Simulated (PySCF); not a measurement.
Gas-phase reaction: SnH4 + 4 CH3 ⇌ Sn(CH3)4 + 4 H. Level: PBE0/def2-TZVP; standard pressure 1 bar.

Energies from PySCF, thermal terms from the rigid-rotor harmonic-oscillator model, ideal gas at 1 bar. Open shells (unrestricted): CH3 (multiplicity 2), H (multiplicity 2); the rest are closed-shell singlets. Sn: scalar-relativistic def2 core potential, no spin-orbit coupling. The harmonic model lacks anharmonicity and excited electronic states, which grow with temperature; levels with a mode under 35 cm⁻¹ are left out. Internal rotation in Sn(CH3)4 is treated as a harmonic vibration of one conformer, which makes the entropy rough.

```csv
T (K),1000/T (1/K),log10 K
600,1.6667,-16.86
800,1.2500,-13.93
1000,1.0000,?
1200,0.8333,-10.66
1400,0.7143,-9.61
1600,0.6250,-8.77
```

Fit log10 K = a + b·(1000/T) to the five rows, get the mean ΔH° and ΔS°, and predict log10 K at 1000 K.

Means: 1000/T = 1.0179, log10 K = -11.966. Sums of products about the means: Sxy = -5.84315, Sxx = 0.755432, so b = Sxy/Sxx = -7.73 and a = -11.966 − (-7.73)×1.0179 = -4.10.
ΔH° = −R ln 10 × 1000 K × b = −19.145 × (-7.73) = 148 kJ; ΔS° = R ln 10 × a = -78 J/K. The run's own values go from 130 kJ and -106 J/K at 600 K to 186 kJ and -52 J/K at 1600 K.
Prediction at 1000 K: -4.10 + (-7.73)×1.0000 = -11.83. The computed value is -12.02, 0.19 from the line.
For scale, ΔH°(298 K) is 116 kJ at this level, 109 kJ at ωB97M-V/def2-TZVP†, and runs from 20 to 239 kJ over the 16 levels computed († marks an energy on the PBE0/def2-TZVP geometry).
